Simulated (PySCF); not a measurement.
CH5FO2Si2.

```xyz
11

O      1.4178     1.5376     0.3007
C      1.3117     0.4494    -0.2164
O      2.3627    -0.3198    -0.5264
Si    -0.4411    -0.2061    -0.6275
F     -0.4179    -1.8182    -0.8768
Si    -1.7453     0.3434     1.2210
H      3.1627     0.1668    -0.2563
H     -0.8579     0.4532    -1.8940
H     -3.0909    -0.2898     1.1069
H     -1.8919     1.8243     1.2783
H     -1.0655    -0.1507     2.4518
```

Geometry optimised at ωB97X-D3(BJ)/def2-SVP. The structure was generated by enumeration; whether it is a known compound was not checked. The values are those of a single conformer.

These are PySCF with PBE0/pcSseg-1 values and carry that method's errors. Non-relativistic, no solvent.

Computed absolute GIAO shielding of each atom: isotropic value and principal components (ppm):
```tsv
atom	σ(iso)	σ11	σ22	σ33	span
O1	-170.2	-492.7	-268.9	250.9	743.7
C2	-4.0	-106.0	15.9	78.2	184.2
O3	89.5	-104.9	146.2	227.2	332.1
Si4	355.0	254.1	364.8	446.1	192.1
F5	388.6	341.3	384.9	439.6	98.3
Si6	459.0	453.3	459.8	463.8	10.5
H7	24.6	18.6	23.1	32.2	13.6
H8	25.8	22.8	24.6	29.9	7.1
H9	27.8	24.7	25.4	33.1	8.4
H10	27.7	24.5	25.8	32.8	8.3
H11	27.8	24.7	26.0	32.6	7.9
```
